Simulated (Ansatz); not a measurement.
Ansatz (a program for electronic structure) input (PBE/def2-TZVPD):

Ansatz 0.2 input:
```yaml
crystal:
  periodic: [false, false, false]
  atoms:
    - {symbol: N, position_ang: [2.48031322, -0.42102861, -0.13724337]}
    - {symbol: Si, position_ang: [1.06016654, 0.23699406, 0.46340067]}
    - {symbol: N, position_ang: [-0.43995877, -0.60344018, -0.35157006]}
    - {symbol: Si, position_ang: [-2.06327811, 0.30786819, -0.18869394]}
    - {symbol: H, position_ang: [3.01293041, -0.00298445, -0.88485673]}
    - {symbol: H, position_ang: [2.97774555, -1.17668575, 0.30873217]}
    - {symbol: H, position_ang: [0.84109655, 1.62671977, 0.04553647]}
    - {symbol: H, position_ang: [0.79881008, -0.08218479, 1.87076625]}
    - {symbol: H, position_ang: [-0.22698507, -0.74661535, -1.34170262]}
    - {symbol: H, position_ang: [-0.53249980, -1.54525552, 0.03553896]}
    - {symbol: H, position_ang: [-2.07080663, 0.75036716, 1.21247661]}
    - {symbol: H, position_ang: [-1.94087589, 1.40237333, -1.15921771]}
    - {symbol: H, position_ang: [-3.09833429, -0.68252443, -0.51147347]}
basis:
  gaussian:
    orbitals: def2-TZVPD
hamiltonian:
  xc: {name: PBE}
total_charge: 1
output: {forces: true}
```

End of the output:

```
Total energy: -18866.79379186 eV, -693.3418834789 hartree
Atom 0 at     2.480313    -0.421029    -0.137243 Å, force    -0.048241    -0.001068    -0.001116 eV/Å
Atom 1 at     1.060167     0.236994     0.463401 Å, force    -0.058242     0.006829     0.001160 eV/Å
Atom 2 at    -0.439959    -0.603440    -0.351570 Å, force    -0.042681     0.175700     0.100103 eV/Å
Atom 3 at    -2.063278     0.307868    -0.188694 Å, force     0.025119    -0.011744    -0.001725 eV/Å
Atom 4 at     3.012930    -0.002984    -0.884857 Å, force     0.184123     0.139999    -0.257658 eV/Å
Atom 5 at     2.977746    -1.176686     0.308732 Å, force     0.173601    -0.259833     0.150666 eV/Å
Atom 6 at     0.841097     1.626720     0.045536 Å, force    -0.035762     0.272538    -0.088999 eV/Å
Atom 7 at     0.798810    -0.082185     1.870766 Å, force    -0.045000    -0.072189     0.274996 eV/Å
Atom 8 at    -0.226985    -0.746615    -1.341703 Å, force     0.066993    -0.047305    -0.325600 eV/Å
Atom 9 at    -0.532500    -1.545256     0.035539 Å, force    -0.035606    -0.310356     0.125214 eV/Å
Atom 10 at    -2.070807     0.750367     1.212477 Å, force    -0.007196     0.085869     0.268416 eV/Å
Atom 11 at    -1.940876     1.402373    -1.159218 Å, force     0.020345     0.208245    -0.185528 eV/Å
Atom 12 at    -3.098334    -0.682524    -0.511473 Å, force    -0.197454    -0.186685    -0.059929 eV/Å
Dipole moment:     0.000297    -0.340297    -0.218677 e Å
```

It need not be the lowest isomer of its formula.
